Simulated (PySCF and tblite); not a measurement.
The numbers below are computed, except where a source is named.
System: C6H12NSi2 (charge -1), numbered as in [CH:1]#[C:2][Si-:3]([SiH3:4])[N:5]1[CH2:6][CH2:7][CH2:8][CH2:9]1.

Geometries: GFN2-xTB; energies: PBE0/pcSseg-1 + D3(BJ), IEF-PCM water; zero-point and thermal terms from GFN2-xTB harmonic modes (soft modes blended into free rotors). Rates follow Eyring's equation with the number of equivalent paths and no tunnelling. (PySCF 2.14 with density fitting, tblite 0.8.)

The ion is treated without a counter-ion.

Question: What barrier does the pyramidal inversion at Si3 meet, and how fast is it at 298 K?

Answer: The electronic barrier is 19.4 kcal/mol and ΔG‡(298 K) 18.8 kcal/mol, over a Cs saddle with an imaginary mode of 408i cm⁻¹ (GFN2-xTB). With 1 equivalent path, k is 0.11 s⁻¹, a mean lifetime of the start of 9.3 s against this motion.
